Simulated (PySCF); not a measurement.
Electron correlation in Cl(2+) (chlorine, charge +2)

[Ne] 3s1 3p4, high-spin 4P determinant (an excited configuration). Calculation: PySCF 2.14, in dyall-acv3z (19s12p6d4f, 113 functions); the non-relativistic Hamiltonian (point nucleus). Frozen: [Ne]; 5 electrons correlated; the 23 highest virtual orbitals of each spin left out.

```json
{"level": "CCSD", "correlation energy (mhartree)": "-142.44"}
{"level": "(T)", "correlation energy (mhartree)": "-8.13"}
{"level": "CCSD(T)", "correlation energy (mhartree)": "-150.57"}
```

Diagnostics: T1 = 0.013, D1 = 0.0308, largest double amplitude 0.200.

A double-excitation amplitude exceeds 0.15, a sign of near-degeneracy.

Cost of the coupled-cluster step: about 13 core-seconds, for 5 correlated electrons.
